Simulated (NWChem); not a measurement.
System: silacyclobutane (C3H8Si); SMILES C1C[SiH2]C1

Here is an NWChem input.

```
start job
memory heap 200 mb stack 900 mb global 1100 mb
geometry units angstroms noautoz
  C     -0.193860     1.339546     0.000000
  C      0.157989     0.415774    -1.198197
  Si    -0.069254    -1.038008     0.000000
  C      0.157989     0.415774     1.198197
  H      0.319738     2.316025     0.000000
  H     -1.276119     1.550264     0.000000
  H      1.217217     0.521340    -1.484969
  H     -0.457230     0.525718    -2.102274
  H     -1.456338    -1.600583     0.000000
  H      0.902113    -2.177956     0.000000
  H      1.217217     0.521340     1.484969
  H     -0.457230     0.525718     2.102274
end
basis spherical
  * library 6-31g*
end
basis "cd basis" spherical
  * library "Ahlrichs Coulomb Fitting"
end
dft
  xc r2scan
  iterations 150
end
task dft gradient
```

Parts of the log:

```
             Northwest Computational Chemistry Package (NWChem) 7.3.0
             --------------------------------------------------------

 CS  symmetry detected

                             Geometry "geometry" -> ""
                             -------------------------

 Output coordinates in angstroms (scale by  1.889725989 to convert to a.u.)

  No.       Tag          Charge          X              Y              Z
 ---- ---------------- ---------- -------------- -------------- --------------
    1 C                    6.0000    -0.19622393    -1.32146762     0.00000000
    2 C                    6.0000     0.16124401    -0.39985539    -1.19819700
    3 Si                  14.0000    -0.05714174     1.05528349     0.00000000
    4 C                    6.0000     0.16124401    -0.39985539     1.19819700
    5 H                    1.0000     0.31141812    -2.30105615     0.00000000
    6 H                    1.0000    -1.27974606    -1.52559112     0.00000000
    7 H                    1.0000     1.21980950    -0.51186977    -1.48496900
    8 H                    1.0000    -0.45463311    -0.50605087    -2.10227400
    9 H                    1.0000    -1.44077413     1.62629493     0.00000000
   10 H                    1.0000     0.92114915     2.18929506     0.00000000
   11 H                    1.0000     1.21980950    -0.51186977     1.48496900
   12 H                    1.0000    -0.45463311    -0.50605087     2.10227400

 Effective nuclear repulsion energy (a.u.)     168.2298990331

      Symmetry information
      --------------------

 Group name             Cs
 Group number              2
 Group order               2
 No. of unique centers     9

 Summary of "cd basis" -> "" (spherical)
 ------------------------------------------------------------------------------
       Tag                 Description            Shells   Functions and Types
 ---------------- ------------------------------  ------  ---------------------
 *                  Ahlrichs Coulomb Fitting          on all atoms

                                 NWChem DFT Module
                                 -----------------

 Summary of "ao basis" -> "ao basis" (spherical)
 ------------------------------------------------------------------------------
       Tag                 Description            Shells   Functions and Types
 ---------------- ------------------------------  ------  ---------------------
 C                           6-31g*                  6       14   3s2p1d
 Si                          6-31g*                  8       18   4s3p1d
 H                           6-31g*                  2        2   2s

 Summary of "cd basis" -> "cd basis" (spherical)
 ------------------------------------------------------------------------------
       Tag                 Description            Shells   Functions and Types
 ---------------- ------------------------------  ------  ---------------------
 C                  Ahlrichs Coulomb Fitting        14       38   7s3p3d1f
 Si                 Ahlrichs Coulomb Fitting        12       40   5s3p2d1f1g
 H                  Ahlrichs Coulomb Fitting         6       14   3s2p1d

      Symmetry analysis of basis
      --------------------------

        a'         49
        a"         27

            General Information
            -------------------
          SCF calculation type: DFT
          Wavefunction type:  closed shell.
          No. of atoms     :    12
          No. of electrons :    40
           Alpha electrons :    20
            Beta electrons :    20
          Charge           :     0
          Spin multiplicity:     1
          Use of symmetry is: on ; symmetry adaption is: on
          Maximum number of iterations: 150
          AO basis - number of functions:    76
                     number of shells:    42
          A Charge density fitting basis will be used.
          CD basis - number of functions:   266
                     number of shells:   102
          Convergence on energy requested:  1.00D-06
          Convergence on density requested:  1.00D-05
          Convergence on gradient requested:  5.00D-04

              XC Information
              --------------
                      r^2SCAN Method XC Functional
               r^2SCAN metaGGA Exchange Functional  1.000
                     r^2SCAN Correlation Potential  1.000

[...]

                         DFT ENERGY GRADIENTS

    atom               coordinates                        gradient
                 x          y          z           x          y          z
   1 C      -0.370809  -2.497212   0.000000    0.003879   0.007868   0.000000
   2 C       0.304707  -0.755617  -2.264264   -0.002522  -0.002368   0.006577
   3 Si     -0.107982   1.994197   0.000000    0.001132  -0.001680   0.000000
   4 C       0.304707  -0.755617   2.264264   -0.002522  -0.002368  -0.006577
   5 H       0.588495  -4.348366   0.000000    0.000562  -0.002321   0.000000
   6 H      -2.418369  -2.882949   0.000000   -0.002357  -0.001076   0.000000
   7 H       2.305106  -0.967294  -2.806185    0.002608   0.000454  -0.000809
   8 H      -0.859132  -0.956297  -3.972722   -0.001549   0.000210  -0.002724
   9 H      -2.722668   3.073252   0.000000   -0.001046   0.000277   0.000000
  10 H       1.740719   4.137168   0.000000    0.000756   0.000340   0.000000
  11 H       2.305106  -0.967294   2.806185    0.002608   0.000454   0.000809
  12 H      -0.859132  -0.956297   3.972722   -0.001549   0.000210   0.002724
```

Level: r2SCAN/6-31G* (spherical d), Coulomb fitting. Structure relaxed at the PBE0/def2-SVP level.
